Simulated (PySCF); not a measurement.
## A survey of ²⁹Si NMR shifts

[PySCF 2.14: GIAO PBE0/pcSseg-1 shieldings; geometry from GFN2-xTB; averaged over atoms made equivalent by symmetry, fast rotation or ring inversion; non-relativistic; no solvent model; a single conformation]

Shieldings were converted by a linear fit to measured shifts: ²⁹Si (scatter 8.9 ppm rms, 25.8 ppm with the 6 outliers that the fit left out vs TMS, solution or neat liquid). A few per cent of atoms miss by over 2 rms, more outside the fitted compound classes.

Task: Give the ²⁹Si shifts of `CC(C)N[SiH2]c1ccco1`, `COC1=CC=C(N(C)C)[SiH2]1`, `CC(C)[C@H]([SiH3])C(=O)CC#N`, `C#C[Si@@]1(Cl)CCC[Si@H](O)C1`.

Result: 
```json
{"compound": "CC(C)N[SiH2]c1ccco1", "environment": "silicon bonded to C, N, 2 H", "δ (ppm)": "-51.7"}
{"compound": "COC1=CC=C(N(C)C)[SiH2]1", "environment": "silicon bonded to 2 C, 2 H, in a 5-membered ring", "δ (ppm)": "-58.2"}
{"compound": "CC(C)[C@H]([SiH3])C(=O)CC#N", "environment": "silicon bonded to C, 3 H", "δ (ppm)": "-47.1"}
{"compound": "[CH:1]#[C:2][Si@@:3]1([Cl:4])[CH2:5][CH2:6][CH2:7][Si@H:8]([OH:9])[CH2:10]1", "environment": "Si3: silicon bonded to 3 C, Cl, in a 6-membered ring", "δ (ppm)": "-7.5"}
{"compound": "[CH:1]#[C:2][Si@@:3]1([Cl:4])[CH2:5][CH2:6][CH2:7][Si@H:8]([OH:9])[CH2:10]1", "environment": "Si8: silicon bonded to 2 C, O, H, in a 6-membered ring", "δ (ppm)": "-9.7"}
```
